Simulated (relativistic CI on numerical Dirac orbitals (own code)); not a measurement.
## Ir²⁷⁺: q coefficients and field-shift factors

Computed by Dirac-Coulomb-Breit CI, separate exchange-only KLI orbitals for each configuration, derivatives by finite differences, unscaled Slater integrals, QED left out (own radial code, finite nucleus).

Configuration list (outside the closed core [Ar] 3d10 4p6 4d10): 4s2.4f4, 4s2.4f3.5s, 4s2.4f2.5s2, 4s2.4f3.5p, 4s2.4f2.5s.5p, 4s.4f3.5s2. Levels of other configurations are missing.

With x = (α/α₀)² − 1 an excitation energy changes as ω = ω₀ + qx; K = 2q/ω₀ is the relative enhancement. Terms are leading LS components, so labels can repeat. The field-shift factor is F = δν/δ⟨r²⟩ for the transition from the lowest level.

Lowest level 4s2.4f4 5I_4.

```tsv
Level	ω₀ (cm⁻¹)	q (cm⁻¹)	K	F (GHz/fm²)
4s2.4f4 5I_5	19365.7	24300	2.51	1.16
4s2.4f4 5I_6	35034.5	36900	2.11	1.83
4s2.4f4 5F_2	42127.7	-5986	-0.284	0.192
4s2.4f4 5I_7	46813.5	39180	1.67	2.05
4s2.4f4 5F_1	51384.2	20680	0.805	1.33
4s2.4f4 3G_4	52739.2	10580	0.401	0.966
4s2.4f4 5I_8	55999.8	36670	1.31	2.06
4s2.4f4 5F_3	59799.9	22900	0.766	1.52
4s2.4f4 5G_2	64393.6	18920	0.587	1.41
4s2.4f4 5S_2	66512.8	28750	0.865	1.82
4s2.4f4 5G_3	67538.0	19800	0.586	1.47
4s2.4f4 3K_6	69899.4	37360	1.07	2.21
4s2.4f4 3L_7	74818.5	40290	1.08	2.38
```

At this charge energies of transitions that change n are usually good to better than 1 %, and those within a shell (Δn = 0) to a few per cent. Terms inside the open d or f shell come out 10 to 20 % too wide with unscaled integrals.
